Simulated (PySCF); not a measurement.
BiH5, SMILES [BiH5]. Atoms are numbered in the order given.

```xyz
6

Bi     0.0000     0.0000     0.0000
H      0.0000     0.0000     1.8661
H      0.0000     0.0000    -1.8661
H      1.7992     0.0000     0.0000
H     -0.8996     1.5582     0.0000
H     -0.8996    -1.5582     0.0000
```
Charge 0, spin multiplicity 1.

Geometry: B3LYP-D3(BJ)/def2-TZVP. The def2 effective core potentials stand for the cores of Bi; spin–orbit coupling is left out.

All values below come from C-PCM-PBE0/def2-TZVPD (PySCF 2.14.0).

The values are the electrostatic part of the solvation free energy, E(continuum) − E(gas) at the gas-phase geometry, in a cavity of scaled van der Waals radii (PySCF's table); cavitation and dispersion terms are not included. A continuum can't describe solvent molecules that bind to the metal. In vacuum the orbital gap is 4.10 eV. The dipole moment in vacuum is 0.00 D.

```json
[
 {"solvent": "water", "ε": "78.36", "ΔG(elec) (kcal/mol)": "-1.7", "dipole (D)": "0.00", "gap (eV)": "4.15"},
 {"solvent": "cyclohexanone", "ε": "15.62", "ΔG(elec) (kcal/mol)": "-1.6", "dipole (D)": "0.00", "gap (eV)": "4.14"},
 {"solvent": "ethanol", "ε": "24.85", "ΔG(elec) (kcal/mol)": "-1.6", "dipole (D)": "0.00", "gap (eV)": "4.14"}
]
```
